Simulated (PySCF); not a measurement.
**C₆ coefficients of unlike pairs at UHF**

Calculated with PySCF 2.14 from the dipole response of each species, C₆(A,B) = (3/π) ∫ α_A(iu) α_B(iu) du, in atomic units, from isotropic polarisabilities. For ions this is the dispersion term alone; charge-induced terms of lower order in 1/R come first.

```
species      configuration                                                                             basis     relativity  α (bohr³)  C₆ (like pair)
     Xe          [Xe] (1S)                                                      aug-cc-pVQZ-DK3 (9s8p6d3f2g)  spin-free X2C      26.73           280.3
   Sm³⁺      [Xe] 4f5 (6H)   x2c-TZVPPall with one added diffuse shell each of s, p, d, f type (12s8p8d5f2g)  spin-free X2C      6.038           34.92
     Nb  [Kr] 4d4 5s1 (6D)                                                       aug-cc-pVTZ-DK (9s8p6d3f2g)  spin-free X2C      131.5            1597
     B⁺      [He] 2s2 (1S)  aug-cc-pVQZ with one added diffuse shell each of s, p, d, f, g type (7s6p5d4f3g)           none      11.37           31.67
```

(1) Estimate C₆ for B⁺ with Sm³⁺.

No spin-orbit coupling is included.

The other pairs:

```csv
pair,C₆
"B⁺, Nb",208.4
"Nb, Xe",565.6
"Nb, Sm³⁺",156.2
"B⁺, Xe",91.58
"Sm³⁺, Xe",90.91
```

Results:

(1) The integral gives 27.08. The combination rule 2 C_A C_B / (C_A α_B/α_A + C_B α_A/α_B) gives 26.78 and the geometric mean 33.25.
